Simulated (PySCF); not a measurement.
2H-1,3,5-oxadiazine (C3H4N2O), SMILES C1=NCOC=N1.

Geometry optimised at B3LYP-D3(BJ)/def2-SVP. One conformer was computed; it need not be the lowest.

Two levels are set side by side: PBE/def2-TZVP (PySCF) and B3LYP/def2-TZVP (PySCF). Same geometry, gas phase. Differences are taken from unrounded values.

```tsv
quantity	B3LYP
orbital gap (eV)	5.40
highest occupied level (eV)	-7.17
lowest empty level (eV)	-1.77
dipole moment (D)	1.50
mean polarisability (bohr³)	49.0
```

Q: What does PBE give, and how far is it from B3LYP? (An estimate is asked for; the answer gives what the named calculation found.)

A: 
```json
[
 {"quantity": "orbital gap (eV)", "PBE": "3.50", "PBE minus B3LYP": "-1.90"},
 {"quantity": "highest occupied level (eV)", "PBE": "-6.05", "PBE minus B3LYP": "1.12"},
 {"quantity": "lowest empty level (eV)", "PBE": "-2.55", "PBE minus B3LYP": "-0.78"},
 {"quantity": "dipole moment (D)", "PBE": "1.52", "PBE minus B3LYP": "0.02"},
 {"quantity": "mean polarisability (bohr³)", "PBE": "50.2", "PBE minus B3LYP": "1.2"}
]
```

Without exact exchange PBE keeps part of each electron's self-repulsion, which lifts occupied levels and narrows the gap. Differences between two approximate levels are no errors against the true value.

Rough cost on one machine, each run with all the roots and properties that it gave: B3LYP against PBE within a factor of 2.
